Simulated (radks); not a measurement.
Question: Radial electron density D(r) = 4 pi r^2 rho(r) of an atom or ion with 10 electrons. Calculated with a radial shooting solver on a logarithmic mesh with Libxc functionals: non-relativistic Kohn-Sham, exchange-only PBE, spin-polarised, spherical densities, point nucleus.

```
   r/bohr * D(r) (the largest magnitude, 13.9, reaches the edge; | marks zero)
  0.01259 |   *
  0.01419 |    *
    0.016 |      *
  0.01804 |       *
  0.02034 |         *
  0.02275 |          *
  0.02565 |            *
  0.02892 |               *
  0.03261 |                 *
  0.03677 |                   *
  0.04146 |                      *
  0.04637 |                        *
  0.05228 |                           *
  0.05895 |                             *
  0.06646 |                              *
  0.07494 |                               *
  0.08382 |                                *
   0.0945 |                               *
   0.1066 |                               *
   0.1201 |                             *
   0.1355 |                            *
   0.1527 |                            *
   0.1708 |                            *
   0.1926 |                             *
   0.2172 |                                *
   0.2448 |                                     *
   0.2761 |                                          *
   0.3113 |                                               *
   0.3482 |                                                   *
   0.3925 |                                                      *
   0.4426 |                                                      *
    0.499 |                                                   *
   0.5626 |                                             *
   0.6293 |                                      *
   0.7096 |                             *
      0.8 |                     *
    0.902 |              *
    1.017 |         *
    1.147 |     *
    1.283 |   *
    1.446 |  *
     1.63 |  *
    1.838 | *
    2.073 | *
    2.337 | *
    2.614 |*
    2.947 |*
    3.323 *
    3.747 *
    4.224 *
    4.763 *
    5.327 *
    6.007 *
```

What is the nuclear charge?

Answer: Z = 13. The innermost maximum, from 1s, lies near 1/Z = 0.0769 bohr (found: 0.0838), and its height grows with Z. The density is that of the aluminium ion Al3+ in 1s1 2s2 2p6 3p1; the configuration itself is not fixed sharply by these data, and Z only to about a unit. D(r) has 2 maxima, at r = 0.0838, 0.415 bohr, and minima at 0.156 bohr, inside which lie 0.98 electrons.
